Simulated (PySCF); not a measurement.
Predicted microwave data (PBE0/pcSseg-1 in PySCF (dipole) on a GFN2-xTB geometry, gas phase) for one isomer of C6H7Cl2NSi:

```
Rotational constants : A = 1885, B = 433.8, C = 414.7 MHz
Dipole components    : |μa| = 4.11 D, |μb| = 0.71 D, |μc| = 0.56 D
Inertial defect      : -214.35 u·Å²
κ                    : -0.97
```

Task: Which structure is it? (One computed conformer of each.)
A. `[Cl:1][CH:2]([Cl:3])[SiH2:4][c:5]1[cH:6][cH:7][cH:8][cH:9][n:10]1` with Cl1–C2–Si4–C5 -66°, C2–Si4–C5–C6 135°
B. `[N:1]#[C:2][CH2:3][Si@@H:4]([Cl:5])[C:6]1=[C:7]([Cl:8])[CH2:9][CH2:10]1` with C2–C3–Si4–Cl5 -175°, C3–Si4–C6–C7 -16°
C. `[Cl:1][CH2:2][SiH2:3][c:4]1[n:5][cH:6][cH:7][cH:8][c:9]1[Cl:10]` with Cl1–C2–Si3–C4 180°, C2–Si3–C4–N5 0°

Result: A. It is ClC(Cl)[SiH2]c1ccccn1, a near-prolate asymmetric top, point group C1. The candidates at the same level (rigid rotor, commonest isotopes):

| SMILES | A (MHz) | B (MHz) | C (MHz) | μa (D) | μb (D) | μc (D) | Δ (u·Å²) | point group | rotor |
| --- | --- | --- | --- | --- | --- | --- | --- | --- | --- |
| ClC(Cl)[SiH2]c1ccccn1 | 1885 | 433.8 | 414.7 | 4.11 | 0.71 | 0.56 | -214.35 | C1 | near-prolate asymmetric top |
| N#CC[Si@@H](Cl)C1=C(Cl)CC1 | 926.7 | 693.6 | 502.1 | 1.40 | 2.69 | 0.26 | -267.46 | C1 | asymmetric top |
| ClC[SiH2]c1ncccc1Cl | 1487 | 451.3 | 348.3 | 4.19 | 1.49 | 0.00 | -9.01 | Cs | asymmetric top |

`N#CC[Si@@H](Cl)C1=C(Cl)CC1` has B 60 % too high; `ClC[SiH2]c1ncccc1Cl` has A 21 % too low. No structure here is proved a minimum.
